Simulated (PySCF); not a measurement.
Predicted microwave data (PBE0/def2-SVPD in PySCF (dipole) on a GFN2-xTB geometry, gas phase) for one isomer of C5H11PSi:

- Rotational constants: A = 3174, B = 1204, C = 1154 MHz
- Dipole components: |μa| = 0.51 D, |μb| = 0.58 D, |μc| = 0.76 D
- Inertial defect: -141.15 u·Å²
- κ: -0.95

Task: Which structure is it? (One computed conformer of each.)
A. `[CH3:1][C:2]1=[C:3]([CH3:4])[P:5]1[CH2:6][SiH3:7]` with C3–P5–C6–Si7 123°
B. `[CH3:1][SiH2:2][P:3]1[CH2:4][CH:5]=[CH:6][CH2:7]1` with C1–Si2–P3–C4 -177°, Si2–P3–C4–C5 81°, P3–C4–C5–C6 14°, C5–C6–C7–P3 -14°, Si2–P3–C7–C6 -79°

Result: B. It is C[SiH2]P1CC=CC1, a near-prolate asymmetric top, point group C1. The candidates at the same level (rigid rotor, commonest isotopes):

```json
{"SMILES": "C[SiH2]P1CC=CC1", "A (MHz)": "3174", "B (MHz)": "1204", "C (MHz)": "1154", "μa (D)": "0.51", "μb (D)": "0.58", "μc (D)": "0.76", "Δ (u·Å²)": "-141.15", "point group": "C1", "rotor": "near-prolate asymmetric top"}
{"SMILES": "CC1=C(C)P1C[SiH3]", "A (MHz)": "2654", "B (MHz)": "1060", "C (MHz)": "888.6", "μa (D)": "1.43", "μb (D)": "0.42", "μc (D)": "1.60", "Δ (u·Å²)": "-98.49", "point group": "C1", "rotor": "asymmetric top"}
```

`CC1=C(C)P1C[SiH3]` has C 23 % too low. No structure here is proved a minimum.
